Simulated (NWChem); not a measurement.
System: BiCl2F; SMILES [F][Bi]([Cl])[Cl]

The following NWChem deck was run.

```
start job
memory heap 200 mb stack 900 mb global 1100 mb
geometry units angstroms noautoz
  Bi    -0.324833     0.172725     0.000000
  F     -1.148334    -1.707245     0.000000
  Cl     1.238520    -0.120665     1.901484
  Cl     1.238520    -0.120665    -1.901484
end
basis spherical
  * library def2-svp
end
ecp
  Bi library def2-ecp
end
dft
  xc slater vwn_5
  iterations 150
end
tddft
  cis
  nroots 6
  notriplet
end
task tddft energy
```

Output (shortened):

```
             Northwest Computational Chemistry Package (NWChem) 7.3.0
             --------------------------------------------------------

 CS  symmetry detected

                             Geometry "geometry" -> ""
                             -------------------------

 Output coordinates in angstroms (scale by  1.889725989 to convert to a.u.)

  No.       Tag          Charge          X              Y              Z
 ---- ---------------- ---------- -------------- -------------- --------------
    1 Bi                  83.0000    -0.32489615     0.26795385     0.00000000
    2 F                    9.0000    -1.43414805    -1.45889337     0.00000000
    3 Cl                  17.0000     1.17275626    -0.26794498    -1.90148400
    4 Cl                  17.0000     1.17275626    -0.26794498     1.90148400

 Effective nuclear repulsion energy (a.u.)     882.2709127626

      Symmetry information
      --------------------

 Group name             Cs
 Group number              2
 Group order               2
 No. of unique centers     3

                                 NWChem DFT Module
                                 -----------------

 Summary of "ao basis" -> "ao basis" (spherical)
 ------------------------------------------------------------------------------
       Tag                 Description            Shells   Functions and Types
 ---------------- ------------------------------  ------  ---------------------
 Bi                         def2-svp                10       26   4s4p2d
 F                          def2-svp                 6       14   3s2p1d
 Cl                         def2-svp                 8       18   4s3p1d

      Symmetry analysis of basis
      --------------------------

        a'         46
        a"         30

            General Information
            -------------------
          SCF calculation type: DFT
          Wavefunction type:  closed shell.
          No. of atoms     :     4
          No. of electrons :    66
           Alpha electrons :    33
            Beta electrons :    33
          Charge           :     0
          Spin multiplicity:     1
          Use of symmetry is: off; symmetry adaption is: on
          Maximum number of iterations: 150
          AO basis - number of functions:    76
                     number of shells:    32
          Convergence on energy requested:  1.00D-06
          Convergence on density requested:  1.00D-05
          Convergence on gradient requested:  5.00D-04

              XC Information
              --------------
                        Slater Exchange Functional  1.000 local
                      VWN V Correlation Functional  1.000 local

             Grid Information
             ----------------
          Grid used for XC integration:  medium
          Radial quadrature: Mura-Knowles
          Angular quadrature: Lebedev.
          Tag              B.-S. Rad. Rad. Pts. Rad. Cut. Ang. Pts.
          ---              ---------- --------- --------- ---------
          Bi                  1.60      123           8.0       590
          F                   0.50       49           9.0       434
          Cl                  1.00       88          10.0       590
          Grid pruning is: on
          Number of quadrature shells:   348
          Spatial weights used:  Erf1

      Superposition of Atomic Density Guess
      -------------------------------------

 Sum of atomic energies:       -1263.35856239

      Non-variational initial energy
      ------------------------------

 Total energy =   -1231.430963
 1-e energy   =   -2396.228856
 2-e energy   =     857.209565
 HOMO         =      -0.358092
 LUMO         =      -0.011292

      Symmetry analysis of molecular orbitals - initial
      -------------------------------------------------

  Numbering of irreducible representations:

     1 a'          2 a"

  Orbital symmetries:

     1 a'          2 a"          3 a'          4 a"          5 a'
     6 a'          7 a"          8 a'          9 a'         10 a"
    11 a"         12 a'         13 a"         14 a'         15 a'
    16 a'         17 a"         18 a'         19 a"         20 a'
    21 a'         22 a'         23 a"         24 a'         25 a"
    26 a'         27 a'         28 a"         29 a'         30 a'
    31 a"         32 a"         33 a'         34 a'         35 a'
    36 a"         37 a'         38 a"         39 a'         40 a'
    41 a'         42 a"         43 a'

 !! scf_movecs_sym_adapt:    6 vectors were symmetry contaminated

  Symmetry fudging

   convergence    iter        energy       DeltaE   RMS-Dens  Diis-err
 ---------------- ----- ----------------- --------- --------- ---------
 d= 0,ls=0.0,diis     1  -1230.5508114781 -1.54D+03  5.51D-02  1.54D+00

 !! scf_movecs_sym_adapt:    6 vectors were symmetry contaminated

  Symmetry fudging
 d= 0,ls=0.0,diis     2  -1226.8516128396  3.70D+00  4.19D-02  3.64D+01

 !! scf_movecs_sym_adapt:    4 vectors were symmetry contaminated

  Symmetry fudging
 d= 0,ls=0.0,diis     3  -1230.4199446861 -3.57D+00  2.34D-02  1.83D+00

 !! scf_movecs_sym_adapt:    4 vectors were symmetry contaminated

  Symmetry fudging
 d= 0,ls=0.0,diis     4  -1230.6779193533 -2.58D-01  7.19D-03  4.64D-01

 !! scf_movecs_sym_adapt:    4 vectors were symmetry contaminated

  Symmetry fudging
 d= 0,ls=0.0,diis     5  -1230.7421535413 -6.42D-02  1.11D-03  1.76D-03

 !! scf_movecs_sym_adapt:    4 vectors were symmetry contaminated

  Symmetry fudging
  Resetting Diis
 d= 0,ls=0.0,diis     6  -1230.7423758370 -2.22D-04  3.82D-04  1.04D-03
 d= 0,ls=0.0,diis     7  -1230.7425122328 -1.36D-04  4.00D-04  7.35D-05
 d= 0,ls=0.0,diis     8  -1230.7424407928  7.14D-05  2.63D-04  5.44D-04
 d= 0,ls=0.0,diis     9  -1230.7425249243 -8.41D-05  4.00D-05  1.35D-05
 d= 0,ls=0.0,diis    10  -1230.7425262253 -1.30D-06  1.31D-05  2.38D-06
 d= 0,ls=0.0,diis    11  -1230.7425264901 -2.65D-07  3.10D-06  6.78D-08

         Total DFT energy =    -1230.742526490067
      One electron energy =    -2396.667813716649
           Coulomb energy =      938.566422199976
    Exchange-Corr. energy =      -80.229463310919
 Nuclear repulsion energy =      307.588328337525

 Numeric. integr. density =       66.000006171364

                  Occupations of the irreducible representations
                  ----------------------------------------------

                     irrep           alpha         beta
                     --------     --------     --------
                     a'               20.0         20.0
                     a"               13.0         13.0

                       DFT Final Molecular Orbital Analysis
                       ------------------------------------

 Vector   31  Occ=2.000000D+00  E=-2.815728D-01  Symmetry=a"
              MO Center=  1.1D+00, -2.7D-01, -2.3D-11, r^2= 4.7D+00
   Bfn.  Coefficient  Atom+Function         Bfn.  Coefficient  Atom+Function
  ----- ------------  ---------------      ----- ------------  ---------------
    52      0.434948  3 Cl py                70     -0.434948  4 Cl py
    49      0.317874  3 Cl py                67     -0.317874  4 Cl py
    46      0.186952  3 Cl py                64     -0.186952  4 Cl py
    51      0.129822  3 Cl px                69     -0.129822  4 Cl px
    48      0.091726  3 Cl px                66     -0.091726  4 Cl px

[...]

                                NWChem TDDFT Module
                                -------------------

            General Information
            -------------------
           No. of orbitals :     152
            Alpha orbitals :      76
             Beta orbitals :      76
        Alpha frozen cores :       0
         Beta frozen cores :       0
     Alpha frozen virtuals :       0
      Beta frozen virtuals :       0
         Spin multiplicity :       1
    Number of AO functions :      76
        Use of symmetry is : off
      Symmetry adaption is : on
         Schwarz screening :  0.10D-07

              XC Information
              --------------
                 Slater Exchange Functional   1.00 local
               VWN V Correlation Functional   1.00 local

             TDDFT Information
             -----------------
          Calculation type : Tamm-Dancoff TDDFT
         Wavefunction type : Restricted singlets
          No. of electrons :      66
           Alpha electrons :      33
            Beta electrons :      33
              No. of roots :       6
          Max subspacesize :    5200
            Max iterations :     100
               Target root :       1
           Target symmetry : none
      Symmetry restriction : off
                 Algorithm : Optimal
        Davidson threshold :  0.10D-03

    6 smallest eigenvalue differences (eV)
--------------------------------------------------------
  No. Spin  Occ  Vir  Irrep   E(Occ)    E(Vir)   E(Diff)
--------------------------------------------------------
    1    1   33   34 a"       -0.278    -0.115     4.442
    2    1   32   34 a'       -0.279    -0.115     4.468
    3    1   31   34 a"       -0.282    -0.115     4.541
    4    1   33   35 a"       -0.278    -0.105     4.708
    5    1   32   35 a'       -0.279    -0.105     4.733
    6    1   30   34 a'       -0.290    -0.115     4.770
--------------------------------------------------------

  Entering Davidson iterations
  Restricted singlet excited states

  Iter   NTrls   NConv    DeltaV     DeltaE      Time
  ----  ------  ------  ---------  ---------  ---------
    1      6       0     0.13E+00   0.10+100        3.5
    2     12       0     0.66E-01   0.25E-01        3.2
    3     18       0     0.44E-01   0.49E-02        3.4
    4     24       0     0.12E-01   0.14E-02        3.5
    5     30       2     0.13E-02   0.12E-03        3.2
    6     34       6     0.89E-04   0.13E-05        3.0
  ----  ------  ------  ---------  ---------  ---------
  Convergence criterion met

  Ground state a'      -1230.742526490067 a.u.

  ----------------------------------------------------------------------------
  Root   1 singlet a"             0.170064565 a.u.                4.6277 eV
  ----------------------------------------------------------------------------
     Transition Moments    X  0.00000   Y  0.00000   Z -0.04023
     Dipole Oscillator Strength                    0.0001835328
     Electric Quadrupole                           0.0000000015
     Magnetic Dipole                               0.0000002009
     Total Oscillator Strength                     0.0001837352

     Occ.   30  a'  ---  Virt.   36  a"       0.13787
     Occ.   31  a"  ---  Virt.   34  a'       0.62394
     Occ.   32  a'  ---  Virt.   36  a"       0.10216
     Occ.   33  a"  ---  Virt.   34  a'       0.65788
     Occ.   33  a"  ---  Virt.   35  a'      -0.38337
  ----------------------------------------------------------------------------
  Root   2 singlet a'             0.173148535 a.u.                4.7116 eV
  ----------------------------------------------------------------------------
     Transition Moments    X -0.18864   Y  0.17982   Z -0.00000
     Dipole Oscillator Strength                    0.0078404531
     Electric Quadrupole                           0.0000000143
     Magnetic Dipole                               0.0000000010
     Total Oscillator Strength                     0.0078404684

     Occ.   27  a'  ---  Virt.   34  a'      -0.07099
     Occ.   29  a'  ---  Virt.   34  a'       0.10079
     Occ.   30  a'  ---  Virt.   34  a'      -0.08840
     Occ.   31  a"  ---  Virt.   36  a"      -0.20538
     Occ.   32  a'  ---  Virt.   34  a'      -0.95614
     Occ.   33  a"  ---  Virt.   36  a"       0.11391
  ----------------------------------------------------------------------------
  Root   3 singlet a"             0.174702289 a.u.                4.7539 eV
  ----------------------------------------------------------------------------
     Transition Moments    X  0.00000   Y -0.00000   Z -0.07403
     Dipole Oscillator Strength                    0.0006383281
     Electric Quadrupole                           0.0000000058
     Magnetic Dipole                               0.0000000102
     Total Oscillator Strength                     0.0006383442

     Occ.   30  a'  ---  Virt.   36  a"      -0.10811
     Occ.   31  a"  ---  Virt.   34  a'      -0.68160
     Occ.   31  a"  ---  Virt.   35  a'      -0.20025
     Occ.   33  a"  ---  Virt.   34  a'       0.30547
     Occ.   33  a"  ---  Virt.   35  a'      -0.62142
  ----------------------------------------------------------------------------
  Root   4 singlet a"             0.176354769 a.u.                4.7989 eV
  ----------------------------------------------------------------------------
     Transition Moments    X -0.00000   Y -0.00000   Z  0.10322
     Dipole Oscillator Strength                    0.0012526078
     Electric Quadrupole                           0.0000000044
     Magnetic Dipole                               0.0000000295
     Total Oscillator Strength                     0.0012526416

     Occ.   31  a"  ---  Virt.   34  a'       0.14496
     Occ.   31  a"  ---  Virt.   35  a'       0.61721
     Occ.   33  a"  ---  Virt.   34  a'      -0.47519
     Occ.   33  a"  ---  Virt.   35  a'      -0.60255
  ----------------------------------------------------------------------------
  Root   5 singlet a'             0.177722712 a.u.                4.8361 eV
  ----------------------------------------------------------------------------
     Transition Moments    X  0.06815   Y  0.05502   Z  0.00000
     Dipole Oscillator Strength                    0.0009088654
     Electric Quadrupole                           0.0000000050
     Magnetic Dipole                               0.0000002614
     Total Oscillator Strength                     0.0009091318

     Occ.   29  a'  ---  Virt.   35  a'      -0.09750
     Occ.   30  a'  ---  Virt.   34  a'       0.71376
     Occ.   30  a'  ---  Virt.   35  a'      -0.11283
     Occ.   31  a"  ---  Virt.   36  a"       0.40531
     Occ.   32  a'  ---  Virt.   34  a'      -0.08865
     Occ.   32  a'  ---  Virt.   35  a'       0.39414
     Occ.   33  a"  ---  Virt.   36  a"       0.37400
  ----------------------------------------------------------------------------
  Root   6 singlet a'             0.180363261 a.u.                4.9079 eV
  ----------------------------------------------------------------------------
     Transition Moments    X -0.00433   Y  0.12740   Z  0.00000
     Dipole Oscillator Strength                    0.0019539280
     Electric Quadrupole                           0.0000000143
     Magnetic Dipole                               0.0000003640
     Total Oscillator Strength                     0.0019543063

     Occ.   25  a'  ---  Virt.   35  a'       0.05897
     Occ.   29  a'  ---  Virt.   34  a'      -0.09937
     Occ.   29  a'  ---  Virt.   35  a'      -0.14283
     Occ.   30  a'  ---  Virt.   34  a'      -0.13953
     Occ.   30  a'  ---  Virt.   35  a'      -0.09571
     Occ.   32  a'  ---  Virt.   35  a'       0.74847
     Occ.   33  a"  ---  Virt.   36  a"      -0.60837

              Target root =      1
          Target symmetry = none
      Ground state energy =  -1230.742526490067
        Excitation energy =      0.170064565429
     Excited state energy =  -1230.572461924638

  stored tddft:energy   -1230.5724619246375
```

Level: LDA (Slater exchange, VWN5)/def2-SVP with def2 effective core potentials on Bi, TDA. Structure relaxed at the PBE-D3(BJ)/def2-SVP level. def2 effective core potentials on Bi; no spin-orbit coupling.
